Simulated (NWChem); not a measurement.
System: C₃H₄F₂O; SMILES CC(=O)C(F)F

Here is an NWChem input.

```
start job
memory heap 200 mb stack 900 mb global 1100 mb
geometry units angstroms noautosym nocenter noautoz
  C      1.364102    -1.058693     0.000000
  C     -0.121460    -0.795923     0.000000
  O     -0.979343    -1.652703     0.000000
  C     -0.541457     0.683931     0.000000
  F     -0.017201     1.294437     1.104565
  F     -0.017201     1.294437    -1.104565
  H      1.552445    -2.133343     0.000000
  H      1.822060    -0.593783    -0.880678
  H      1.822060    -0.593783     0.880678
  H     -1.629187     0.797101     0.000000
end
basis spherical
  * library 6-31g*
end
dft
  xc b3lyp
  iterations 150
end
cosmo
  do_cosmo_smd true
  solvent toluene
end
task dft energy
```

Parts of the log:

```
             Northwest Computational Chemistry Package (NWChem) 7.3.0
             --------------------------------------------------------

                             Geometry "geometry" -> ""
                             -------------------------

 Output coordinates in angstroms (scale by  1.889725989 to convert to a.u.)

  No.       Tag          Charge          X              Y              Z
 ---- ---------------- ---------- -------------- -------------- --------------
    1 C                    6.0000     1.36410200    -1.05869300     0.00000000
    2 C                    6.0000    -0.12146000    -0.79592300     0.00000000
    3 O                    8.0000    -0.97934300    -1.65270300     0.00000000
    4 C                    6.0000    -0.54145700     0.68393100     0.00000000
    5 F                    9.0000    -0.01720100     1.29443700     1.10456500
    6 F                    9.0000    -0.01720100     1.29443700    -1.10456500
    7 H                    1.0000     1.55244500    -2.13334300     0.00000000
    8 H                    1.0000     1.82206000    -0.59378300    -0.88067800
    9 H                    1.0000     1.82206000    -0.59378300     0.88067800
   10 H                    1.0000    -1.62918700     0.79710100     0.00000000

 Effective nuclear repulsion energy (a.u.)     244.9721381112

                                 NWChem DFT Module
                                 -----------------

 Summary of "ao basis" -> "ao basis" (spherical)
 ------------------------------------------------------------------------------
       Tag                 Description            Shells   Functions and Types
 ---------------- ------------------------------  ------  ---------------------
 C                           6-31g*                  6       14   3s2p1d
 O                           6-31g*                  6       14   3s2p1d
 F                           6-31g*                  6       14   3s2p1d
 H                           6-31g*                  2        2   2s

 in cosmo_initialize ...
 calling solv_data for solv:toluene

 solvent parameters
 solvname_short: toluene
 solvname_long:  toluene
 dielec:        2.3741
 dielecinf:     2.2383
 nonaqueous SMD model solvent descriptors
 dielec:        2.3741
 sola:          0.0000
 solb:          0.1400
 solc:          0.8570
 solg:         40.2000
 solh:          0.0000
 soln:          1.4961

          ---------------
          -cosmo- solvent
          ---------------
 Cosmo: York-Karplus, doi: 10.1021/jp992097l
 dielectric constant -eps-     =   2.37
 screen = (eps-1)/(eps    )    =   0.57879
 surface charge correction     = lagrangian

   van der Waals surface
 --------------------------

 ---------- ATOMIC COORDINATES (A.U.) ------------ VDWR(ANG.) --
     1    2.57777900   -2.00063968    0.00000000     1.850
     2   -0.22952612   -1.50407638    0.00000000     1.850
     3   -1.85068992   -3.12315581    0.00000000     2.294
     4   -1.02320536    1.29244219    0.00000000     1.850
     5   -0.03250518    2.44613124    2.08732519     1.730
     6   -0.03250518    2.44613124   -2.08732519     1.730
     7    2.93369566   -4.03143371    0.00000000     1.200
     8    3.44319413   -1.12208717   -1.66424010     1.200
     9    3.44319413   -1.12208717    1.66424010     1.200
    10   -3.07871701    1.50630248    0.00000000     1.200
 number of segments per atom =        128
 number of   points per atom =        128
 atom (   nspa,  nppa )
 ----------------------
    1 (     50,     0 )       0
    2 (     12,     0 )       0
    3 (     88,     0 )       0
    4 (     18,     0 )       0
    5 (     80,     0 )       0
    6 (     80,     0 )       0
    7 (     50,     0 )       0
    8 (     51,     0 )       0
    9 (     51,     0 )       0
   10 (     48,     0 )       0
 number of -cosmo- surface points =      528
 molecular surface =    130.309 angstrom**2
 molecular volume  =    111.172 angstrom**3
 -lineq- algorithm             =   0
 -bem- low  level              =   3
 -bem- from -octahedral-
 gaussian surface charge width =   4.50000
 degree of switching           =   1.00000
 switching function tolerance  =   0.00010
 atomic radii =
 --------------
    1  6.000  1.850
    2  6.000  1.850
    3  8.000  2.294
    4  6.000  1.850
    5  9.000  1.730
    6  9.000  1.730
    7  1.000  1.200
    8  1.000  1.200
    9  1.000  1.200
   10  1.000  1.200
 ...... end of -cosmo- initialization ......

 nat:                    10
 ixmem:                  5529
 calling mnsol_interface()
 G(SMD-CDS) energy (kcal/mol)  =    -1.095
 SMD-CDS SASA (angstrom**2)    =   137.141

            General Information
            -------------------
          SCF calculation type: DFT
          Wavefunction type:  closed shell.
          No. of atoms     :    10
          No. of electrons :    48
           Alpha electrons :    24
            Beta electrons :    24
          Charge           :     0
          Spin multiplicity:     1
          Use of symmetry is: off; symmetry adaption is: off
          Maximum number of iterations: 150
          AO basis - number of functions:    92
                     number of shells:    44
          Convergence on energy requested:  1.00D-06
          Convergence on density requested:  1.00D-05
          Convergence on gradient requested:  5.00D-04

              XC Information
              --------------
                         B3LYP Method XC Potential
                     Hartree-Fock (Exact) Exchange  0.200
                        Slater Exchange Functional  0.800 local
                    Becke 1988 Exchange Functional  0.720 non-local
              Lee-Yang-Parr Correlation Functional  0.810
                  VWN I RPA Correlation Functional  0.190 local

             Grid Information
             ----------------
          Grid used for XC integration:  medium
          Radial quadrature: Mura-Knowles
          Angular quadrature: Lebedev.
          Tag              B.-S. Rad. Rad. Pts. Rad. Cut. Ang. Pts.
          ---              ---------- --------- --------- ---------
          C                   0.70       49          10.0       434
          O                   0.60       49           8.0       434
          F                   0.50       49          10.0       434
          H                   0.35       45          11.0       434
          Grid pruning is: on
          Number of quadrature shells:   474
          Spatial weights used:  Erf1

      Superposition of Atomic Density Guess
      -------------------------------------

 Sum of atomic energies:        -388.47270888

      Non-variational initial energy
      ------------------------------

 Total energy =    -390.860437
 1-e energy   =   -1022.582959
 2-e energy   =     386.750384
 HOMO         =      -0.290077
 LUMO         =      -0.018417

   convergence    iter        energy       DeltaE   RMS-Dens  Diis-err
 ---------------- ----- ----------------- --------- --------- ---------
     COSMO gas phase
 d= 0,ls=0.0,diis     1   -391.4014327570 -6.36D+02  2.38D-02  1.81D+00
 d= 0,ls=0.0,diis     2   -390.8949698491  5.06D-01  1.68D-02  7.40D+00
 d= 0,ls=0.0,diis     3   -391.5985962940 -7.04D-01  3.37D-03  1.21D-01
 d= 0,ls=0.0,diis     4   -391.6047209272 -6.12D-03  1.56D-03  6.26D-02
 d= 0,ls=0.0,diis     5   -391.6103770375 -5.66D-03  2.43D-04  1.50D-03
  Resetting Diis
 d= 0,ls=0.0,diis     6   -391.6104945192 -1.17D-04  4.73D-05  3.15D-05
 d= 0,ls=0.0,diis     7   -391.6104978332 -3.31D-06  2.59D-05  2.09D-06
 d= 0,ls=0.0,diis     8   -391.6104973508  4.82D-07  1.59D-05  6.97D-06
 d= 0,ls=0.0,diis     9   -391.6104980394 -6.89D-07  3.13D-06  1.85D-07

   convergence    iter        energy       DeltaE   RMS-Dens  Diis-err
 ---------------- ----- ----------------- --------- --------- ---------
     COSMO solvation phase
 d= 0,ls=0.0,diis     1   -391.6159470646 -5.45D-03  8.16D-04  7.14D-04
 d= 0,ls=0.0,diis     2   -391.6160246402 -7.76D-05  2.53D-04  1.14D-03
 d= 0,ls=0.0,diis     3   -391.6161240042 -9.94D-05  6.43D-05  1.25D-04
 d= 0,ls=0.0,diis     4   -391.6161350611 -1.11D-05  2.04D-05  8.72D-06
 d= 0,ls=0.0,diis     5   -391.6161357483 -6.87D-07  6.43D-06  1.22D-06

         Total DFT energy =     -391.616135748309
      One electron energy =    -1025.006706677287
           Coulomb energy =      435.949916163669
    Exchange-Corr. energy =      -47.327794050795
 Nuclear repulsion energy =      244.972138111211

             COSMO energy =       -0.203689295106

 Numeric. integr. density =       48.000015509148

                                COSMO-SMD solvation results
                                ---------------------------

             internal energy in gas <Psi(g)|H|Psi(g)> =      -391.610498039370
         internal energy in solvent <Psi(s)|H|Psi(s)> =      -391.610298395235
                               delta internal energy  =         0.000199644135 (    0.13 kcal/mol)
   total free energy in solvent <Psi(s)|H+V/2|Psi(s)> =      -391.614390563323
 polarization energy contribution <Psi(s)|V/2|Psi(s)> =        -0.004092168088 (   -2.57 kcal/mol)
    total free energy in solvent including G(SMD-CDS) =      -391.616135748309
                       G(SMD-CDS) energy contribution =        -0.001745184986 (   -1.10 kcal/mol)
     1 M fixed-concentration free energy of solvation =        -0.005637708938 (   -3.54 kcal/mol)

                       DFT Final Molecular Orbital Analysis
                       ------------------------------------

 Vector   22  Occ=2.000000D+00  E=-3.718729D-01
              MO Center=  3.0D-02, -1.1D+00,  7.9D-09, r^2= 2.6D+00
   Bfn.  Coefficient  Atom+Function         Bfn.  Coefficient  Atom+Function
  ----- ------------  ---------------      ----- ------------  ---------------
    33      0.450695   3 O  pz               37      0.296882   3 O  pz
     5     -0.258547   1 C  pz               19      0.243830   2 C  pz
    87      0.149921   8 H  s                89     -0.149921   9 H  s
    23      0.140193   2 C  pz               88      0.136426   8 H  s
    90     -0.136426   9 H  s                 9     -0.128685   1 C  pz

 Vector   23  Occ=2.000000D+00  E=-3.646286D-01
              MO Center= -3.8D-01,  3.9D-01,  8.2D-09, r^2= 3.0D+00
   Bfn.  Coefficient  Atom+Function         Bfn.  Coefficient  Atom+Function
  ----- ------------  ---------------      ----- ------------  ---------------
    59      0.295422   5 F  px               73      0.295422   6 F  px
    45     -0.237069   4 C  px               31      0.231124   3 O  px
    91      0.212130  10 H  s                18     -0.210854   2 C  py
    63      0.211658   5 F  px               77      0.211658   6 F  px
    20     -0.202053   2 C  s                92      0.199707  10 H  s

 Vector   24  Occ=2.000000D+00  E=-2.650307D-01
              MO Center= -5.2D-01, -1.1D+00,  1.4D-09, r^2= 2.2D+00
   Bfn.  Coefficient  Atom+Function         Bfn.  Coefficient  Atom+Function
  ----- ------------  ---------------      ----- ------------  ---------------
    32     -0.393667   3 O  py               31      0.378426   3 O  px
    36     -0.285078   3 O  py               35      0.269773   3 O  px
    46     -0.234953   4 C  py               48      0.235876   4 C  s
     3      0.228246   1 C  px                6     -0.208221   1 C  s
     7      0.172107   1 C  px               18      0.132259   2 C  py

 Vector   25  Occ=0.000000D+00  E=-4.226466D-02
              MO Center= -2.9D-01, -8.4D-01,  6.4D-10, r^2= 2.0D+00
   Bfn.  Coefficient  Atom+Function         Bfn.  Coefficient  Atom+Function
  ----- ------------  ---------------      ----- ------------  ---------------
    19      0.500042   2 C  pz               23      0.446428   2 C  pz
    33     -0.421151   3 O  pz               37     -0.411236   3 O  pz
    88      0.195445   8 H  s                90     -0.195445   9 H  s
    51      0.187184   4 C  pz               47      0.133392   4 C  pz
    62     -0.120484   5 F  s                76      0.120484   6 F  s

 Vector   26  Occ=0.000000D+00  E= 1.140220D-01
              MO Center=  6.6D-01, -5.4D-01,  7.7D-09, r^2= 5.7D+00
   Bfn.  Coefficient  Atom+Function         Bfn.  Coefficient  Atom+Function
  ----- ------------  ---------------      ----- ------------  ---------------
     6      1.827006   1 C  s                86     -1.158299   7 H  s
    92     -0.843279  10 H  s                88     -0.656977   8 H  s
    90     -0.656977   9 H  s                20     -0.587673   2 C  s
    49     -0.537700   4 C  px               48      0.480276   4 C  s
    50     -0.469930   4 C  py                8     -0.247424   1 C  py

 Vector   27  Occ=0.000000D+00  E= 1.270725D-01
              MO Center=  7.7D-01, -2.5D-01,  1.4D-08, r^2= 5.1D+00
   Bfn.  Coefficient  Atom+Function         Bfn.  Coefficient  Atom+Function
  ----- ------------  ---------------      ----- ------------  ---------------
     6      1.335548   1 C  s                88     -1.133421   8 H  s
    90     -1.133421   9 H  s                92      0.893432  10 H  s
    48     -0.547443   4 C  s                 7      0.527755   1 C  px
     8      0.495528   1 C  py               49      0.439383   4 C  px
    34      0.400912   3 O  s                22      0.295278   2 C  py

     Multipole analysis of the density
     ---------------------------------

     L   x y z        total         alpha         beta         nuclear
     -   - - -        -----         -----         ----         -------
     0   0 0 0     -0.000000    -24.000000    -24.000000     48.000000

     1   1 0 0      0.474532      0.586746      0.586746     -0.698961
     1   0 1 0      0.138458     -0.431854     -0.431854      1.002167
     1   0 0 1      0.000000      0.000000      0.000000      0.000000

     2   2 0 0    -23.111396    -69.397268    -69.397268    115.683141
     2   1 1 0     -3.608550      6.290412      6.290412    -16.189373
     2   1 0 1     -0.000000     -0.000000     -0.000000      0.000000
     2   0 2 0    -28.063815   -141.225756   -141.225756    254.387697
     2   0 1 1      0.000000      0.000000      0.000000      0.000000
     2   0 0 2    -25.013789    -54.488927    -54.488927     83.964066
```

Level: B3LYP/6-31G* (spherical d), SMD on the gas-phase geometry. Structure relaxed at the B3LYP/6-31G* (spherical d) level. B3LYP is NWChem's, with the RPA form of VWN correlation. Solvent: toluene.
